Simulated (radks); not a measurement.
Spherical quantum dot in the effective-mass picture: electrons in a well V = -V0 / (1 + exp((r - R)/a)) with V0 = 4.08, R = 7.02, a = 0.64, all in effective atomic units (hartree* = m*/eps^2 hartree, bohr* = eps/m* bohr), one dielectric constant everywhere. Method: non-relativistic Kohn-Sham, LDA (Slater exchange, Perdew-Wang correlation), spin-polarised, spherical densities; computed with a radial shooting solver with Libxc functionals. Levels are named by radial order and angular momentum (1s, 1p, 1d, 2s, ...), and open shells are averaged over m.

N = 12, configuration 1s2 1p6 1d(up 4, down 0). This is the lowest configuration that the search found. Occupied and some empty levels:

level,occupation,eigenvalue (hartree*),<r> (bohr*)
1s up,1,-1.6364,4.306
1s down,1,-1.6045,4.271
1p up,3,-1.5710,4.524
1p down,3,-1.5375,4.513
1d up,4,-1.4615,4.724
1d down,0,-1.4272,4.725
1f up,0,-1.3156,4.903
1f down,0,-1.2813,4.910
2s up,0,-1.2350,3.296
2s down,0,-1.2191,3.286
2p up,0,-1.0637,3.862
2p down,0,-1.0434,3.850

Energy (hartree*): total -32.0820, kinetic 2.6330, external -46.590, Hartree 14.451, exchange-correlation -2.5766.

Electron density:

r (bohr*),n(r) (e/bohr*^3)
0.654,0.001587
1.36,0.002838
2.06,0.005509
2.76,0.01003
3.46,0.01568
4.16,0.01926
4.87,0.01640
5.57,0.008202
6.27,0.002017
6.97,0.0002237
7.67,0.00001255
8.37,4.768e-07
9.08,1.591e-08
